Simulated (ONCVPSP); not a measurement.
Logarithmic derivatives: O (Z = 8), ONCV

```json
{
  "Element": "oxygen",
  "Generator": "ONCVPSP 4.0.1",
  "Type": "optimised norm-conserving Vanderbilt (ONCV)",
  "Functional": "PBE",
  "Relativity": "scalar-relativistic",
  "Frozen core": "[He]",
  "Valence charge": "6",
  "Reference configuration": "2s2 2p4",
  "Partial waves": "2s: rc 0.75 bohr, ncon 3, nbas 6, qcut 11.1 1/bohr, local; 2p: rc 1.50 bohr, ncon 3, nbas 8, qcut 8.4 1/bohr, 1 projector; d scattering state at 0.1 Ha: rc 1.60 bohr, ncon 5, nbas 9, qcut 5.4 1/bohr, 2 projectors, debl 2.9 Ha",
  "Local potential": "the s channel",
  "Core correction": "Teter function fitted to the true core (icmod 2), fcfact 0.5"
}
```

The phase is arctan(r·R′/R) of the radial function R(r), unwrapped; energies in Ha, scanned from -2 to 5 Ha. A pole is an energy at which the radial function vanishes at the test radius. The pseudo phase is shifted by a multiple of π to meet the all-electron one at the reference energy, and phase errors are pseudo minus all-electron; the curves can meet again beyond the range given. Levels narrower than the energy grid can be missing from the lists of poles.

| channel | radius (bohr) | reference energy (Ha) | poles, all-electron | poles, pseudo | unbroken range about the reference energy with phases within 0.05 rad | phase error 1 Ha above the reference energy (rad) |
| --- | --- | --- | --- | --- | --- | --- |
| s | 0.76 | -0.88 | none | none | the whole range | -0.001 |
| p | 1.52 | -0.33 | 0.43 | 0.45 | below 1.5 | +0.011 |
| d | 1.63 | 0.10 | 4.08 | 4.08 | the whole range | +0.000 |

Phases in the s channel:

```json
{"E (Ha)": "-1.98", "all-electron": "-0.235", "pseudo": "-0.236"}
{"E (Ha)": "-1.80", "all-electron": "-0.296", "pseudo": "-0.297"}
{"E (Ha)": "-1.62", "all-electron": "-0.356", "pseudo": "-0.356"}
{"E (Ha)": "-1.44", "all-electron": "-0.414", "pseudo": "-0.415"}
{"E (Ha)": "-1.26", "all-electron": "-0.471", "pseudo": "-0.471"}
{"E (Ha)": "-1.08", "all-electron": "-0.526", "pseudo": "-0.526"}
{"E (Ha)": "-0.90", "all-electron": "-0.579", "pseudo": "-0.579"}
{"E (Ha)": "-0.72", "all-electron": "-0.629", "pseudo": "-0.629"}
{"E (Ha)": "-0.54", "all-electron": "-0.677", "pseudo": "-0.677"}
{"E (Ha)": "-0.36", "all-electron": "-0.723", "pseudo": "-0.723"}
{"E (Ha)": "-0.18", "all-electron": "-0.766", "pseudo": "-0.767"}
{"E (Ha)": "0.00", "all-electron": "-0.807", "pseudo": "-0.808"}
{"E (Ha)": "0.18", "all-electron": "-0.846", "pseudo": "-0.847"}
{"E (Ha)": "0.36", "all-electron": "-0.882", "pseudo": "-0.884"}
{"E (Ha)": "0.54", "all-electron": "-0.917", "pseudo": "-0.918"}
{"E (Ha)": "0.72", "all-electron": "-0.949", "pseudo": "-0.951"}
{"E (Ha)": "0.90", "all-electron": "-0.980", "pseudo": "-0.982"}
{"E (Ha)": "1.08", "all-electron": "-1.008", "pseudo": "-1.011"}
{"E (Ha)": "1.26", "all-electron": "-1.036", "pseudo": "-1.038"}
{"E (Ha)": "1.44", "all-electron": "-1.061", "pseudo": "-1.065"}
{"E (Ha)": "1.62", "all-electron": "-1.085", "pseudo": "-1.089"}
{"E (Ha)": "1.80", "all-electron": "-1.108", "pseudo": "-1.112"}
{"E (Ha)": "1.98", "all-electron": "-1.130", "pseudo": "-1.134"}
{"E (Ha)": "2.16", "all-electron": "-1.150", "pseudo": "-1.155"}
{"E (Ha)": "2.34", "all-electron": "-1.169", "pseudo": "-1.175"}
{"E (Ha)": "2.52", "all-electron": "-1.188", "pseudo": "-1.194"}
{"E (Ha)": "2.70", "all-electron": "-1.205", "pseudo": "-1.211"}
{"E (Ha)": "2.88", "all-electron": "-1.222", "pseudo": "-1.228"}
{"E (Ha)": "3.06", "all-electron": "-1.238", "pseudo": "-1.244"}
{"E (Ha)": "3.24", "all-electron": "-1.253", "pseudo": "-1.260"}
{"E (Ha)": "3.42", "all-electron": "-1.267", "pseudo": "-1.275"}
{"E (Ha)": "3.60", "all-electron": "-1.281", "pseudo": "-1.289"}
{"E (Ha)": "3.78", "all-electron": "-1.294", "pseudo": "-1.302"}
{"E (Ha)": "3.96", "all-electron": "-1.306", "pseudo": "-1.315"}
{"E (Ha)": "4.14", "all-electron": "-1.319", "pseudo": "-1.327"}
{"E (Ha)": "4.32", "all-electron": "-1.330", "pseudo": "-1.339"}
{"E (Ha)": "4.50", "all-electron": "-1.341", "pseudo": "-1.351"}
{"E (Ha)": "4.68", "all-electron": "-1.352", "pseudo": "-1.362"}
{"E (Ha)": "4.86", "all-electron": "-1.362", "pseudo": "-1.373"}
```
